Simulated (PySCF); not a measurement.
Electron correlation in Ag⁺ (silver, charge +1)

[Kr] 4d10, closed-shell 1S. Calculation: PySCF 2.14, in x2c-TZVPPall; the spin-free X2C one-electron Hamiltonian (Gaussian nucleus). Frozen: [Ar] 3d10; 18 electrons correlated.

```json
{"level": "CCSD", "correlation energy (mhartree)": "-602.16"}
{"level": "(T)", "correlation energy (mhartree)": "-14.82"}
{"level": "CCSD(T)", "correlation energy (mhartree)": "-616.98"}
```

Diagnostics: T1 = 0.0050, D1 = 0.0094, largest double amplitude 0.021.

Cost of the coupled-cluster step: of the order of 6 core-seconds, for 18 correlated electrons.

Iterations:

```
CC2 = 0
CCSD nocc = 9, nmo = 65
frozen orbitals [0, 1, 2, 3, 4, 5, 6, 7, 8, 9, 10, 11, 12, 13]
max_cycle = 100
direct = 0
conv_tol = 1e-08
conv_tol_normt = 1e-06
diis_space = 8
diis_start_cycle = 0
Init t2, MP2 energy = -5313.21175878948  E_corr(MP2) -0.633241354915766
Init E_corr(CCSD) = -0.633241354915935
cycle = 1  E_corr(CCSD) = -0.589750892917371  dE = 0.043490462  norm(t1,t2) = 0.0365408
cycle = 2  E_corr(CCSD) = -0.603615109179686  dE = -0.0138642163  norm(t1,t2) = 0.0125608
cycle = 3  E_corr(CCSD) = -0.602115156687616  dE = 0.00149995249  norm(t1,t2) = 0.00563143
cycle = 4  E_corr(CCSD) = -0.602063877038221  dE = 5.12796494e-05  norm(t1,t2) = 0.000682484
cycle = 5  E_corr(CCSD) = -0.602170735189588  dE = -0.000106858151  norm(t1,t2) = 0.000188505
cycle = 6  E_corr(CCSD) = -0.602169553731918  dE = 1.18145767e-06  norm(t1,t2) = 3.2321e-05
cycle = 7  E_corr(CCSD) = -0.602163031677852  dE = 6.52205407e-06  norm(t1,t2) = 8.8153e-06
cycle = 8  E_corr(CCSD) = -0.602163233560815  dE = -2.01882963e-07  norm(t1,t2) = 1.40364e-06
cycle = 9  E_corr(CCSD) = -0.60216343570735  dE = -2.02146535e-07  norm(t1,t2) = 3.37686e-07
cycle = 10  E_corr(CCSD) = -0.602163439232171  dE = -3.52482044e-09  norm(t1,t2) = 4.92616e-08
CCSD converged
E(CCSD) = -5313.180680873795  E_corr = -0.6021634392321709
CCSD(T) correction = -0.0148164955452222
```

This basis was not built for core-valence correlation, so the inner-shell part is incomplete.
